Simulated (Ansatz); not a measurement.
Start from `F[CH2][GeH]1[O][SiH2]1` and change one atom or group to get `[OH][GeH]1[O][SiH2]1`.

Ansatz, PBE0-D4/def2-TZVP geometries, multiplicity 1. Each molecule was computed in one conformer, which needn't be the lowest.

Scalar relativity is left out up to krypton.

```
                             property  `F[CH2][GeH]1[O][SiH2]1`
HOMO–LUMO gap (B3LYP/def2-TZVPP) / eV                      5.52
  LUMO energy (B3LYP/def2-TZVPP) / eV                     -1.31
   LUMO energy (PBE0/def2-TZVPP) / eV                     -1.08
  HOMO energy (B3LYP/def2-TZVPP) / eV                     -6.83
  HOMO–LUMO gap (PBE/def2-TZVPP) / eV                      4.04
HOMO energy (ωB97M-V/def2-TZVPP) / eV                     -9.07
```

(1) What does the change do to each property? (An estimate is asked.)

Results:

(1) Ansatz gave: 
```json
{"property": "HOMO–LUMO gap (B3LYP/def2-TZVPP) / eV", "`[OH][GeH]1[O][SiH2]1`": "5.32", "shift": "-0.20"}
{"property": "LUMO energy (B3LYP/def2-TZVPP) / eV", "`[OH][GeH]1[O][SiH2]1`": "-1.48", "shift": "-0.17"}
{"property": "LUMO energy (PBE0/def2-TZVPP) / eV", "`[OH][GeH]1[O][SiH2]1`": "-1.23", "shift": "-0.15"}
{"property": "HOMO energy (B3LYP/def2-TZVPP) / eV", "`[OH][GeH]1[O][SiH2]1`": "-6.80", "shift": "0.03"}
{"property": "HOMO–LUMO gap (PBE/def2-TZVPP) / eV", "`[OH][GeH]1[O][SiH2]1`": "3.78", "shift": "-0.26"}
{"property": "HOMO energy (ωB97M-V/def2-TZVPP) / eV", "`[OH][GeH]1[O][SiH2]1`": "-9.05", "shift": "0.02"}
```

B3LYP here is the variant with VWN-RPA as its local correlation; programs differ in this.
